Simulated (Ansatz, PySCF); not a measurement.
Gas-phase reaction (SMILES): [OH][Al]([OH])[Cl] + O (H2O) → [OH][Al]([OH])[OH] + Cl (HCl); water cleaves one Al-Cl bond, a model of a ligand-exchange step.

Each molecule is optimised on its own at B3LYP-D3(BJ)/def2-TZVP (Ansatz, a quantum-chemistry and plane-wave program), one conformer each, not searched for the lowest. Valence correlation only, unless marked. No spin-orbit coupling. No relativistic terms. CBS marks a two-point X^-3 extrapolation of the correlation energy; Hartree-Fock from the larger set (for Q and 5 zeta extrapolated as (X+1)exp(-9√X)). Thermal terms are rigid-rotor harmonic-oscillator values from B3LYP-D3(BJ) frequencies (Ansatz or PySCF) at 298.15 K and 1 atm. 1 Eh = 627.5095 kcal/mol.

```csv
species,"E, CCSD(T)/CBS(cc-pV(Q+d)Z,cc-pV(5+d)Z) (Ansatz) (Eh)","E, wB97M-V/def2-TZVPD (Ansatz) (Eh)",H - E (Eh)
[OH][Al]([OH])[Cl],-853.53481,-854.49010,0.03568
O (H2O),-76.37670,-76.43347,0.02495
[OH][Al]([OH])[OH],-469.52289,-470.12258,0.04799
Cl (HCl),-460.37772,-460.79070,0.01000
```

### Question
Work out ΔE and ΔH at 298.15 K at the first level, then ΔH at the second.

### Answer

1. ΔE = [(-469.52289) + (-460.37772)] - [(-853.53481) + (-76.37670)] = 0.01090 Eh = 6.8 kcal/mol at CCSD(T)/CBS(cc-pV(Q+d)Z,cc-pV(5+d)Z).
2. The terms H - E add up to -0.00264 Eh, so ΔH = (0.01090 + (-0.00264))×627.5095 = 5.2 kcal/mol.
3. At wB97M-V/def2-TZVPD the same steps give ΔE = 6.5 and ΔH = 4.8 kcal/mol, a shift of -0.4 from the first level.
4. These values are not checked against measurement here, since the tables used lack a sound gas-phase enthalpy of formation for at least one species.
